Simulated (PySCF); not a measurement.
## How methods differ on the ionisation energy of Ce⁴²⁺

Ce⁴²⁺ [Ne] 3s2 3p4 [3p1/2^2 3p3/2^2, M_J = 2] → Ce⁴³⁺ [Ne] 3s2 3p3 [3p1/2^2 3p3/2^1, M_J = 3/2], as a difference of total energies. Computed with PySCF 2.14 in an even-tempered Gaussian basis (18 s from 9.4 bohr⁻², ratio 2.4; 14 p from 12 bohr⁻², ratio 2.4; 4 d from 45 bohr⁻², ratio 2.6; 4 f from 68 bohr⁻², ratio 2.6), with the two-component X2C-1e Hamiltonian. Correlated levels: 1s2 frozen; the 54 highest virtual spinors dropped. "Screened" scales the spin-orbit matrix elements by Boettger's factors to mimic the two-electron term; Breit and QED terms are absent.

```tsv
method	ionisation energy (eV)
GHF (spin-free)	3296.4
GMP2 (spin-free)	3297.6
GHF (screened spin-orbit)	3275.9
GMP2 (screened spin-orbit)	3276.2
```

Breit and QED terms and the two-electron picture change are absent.

The spin-free rows relax to the high-spin LS determinant and lack the spin-orbit shift.

The labels give the starting determinants; with spin-orbit coupling the two ends relaxed to ⟨J²⟩ = 6.00, ⟨L²⟩ = 3.17, ⟨S²⟩ = 1.43 and ⟨J²⟩ = 3.75, ⟨L²⟩ = 2.40, ⟨S²⟩ = 1.57.

For comparison: 3274 ± 4 eV (theoretical estimate listed by NIST; NIST Atomic Spectra Database, ionization energies).
